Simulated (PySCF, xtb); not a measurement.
Be(F)(SeH) (BeFHSe), SMILES [F][Be][SeH].

GFN2-xTB in xtb 6.7.1 at its own geometry gives an orbital gap of 4.51 eV and a dipole moment of 1.81 D.

The structure is a stationary point at r2SCAN-D4/def2-TZVP. Other conformers were not sampled.

Problem. What does PySCF with HF/def2-TZVPD give? (Estimate from the structure and the level; the computed values follow.)

Solution. gap 10.93 eV (levels -10.02 and 0.91 eV), dipole 0.80 D.
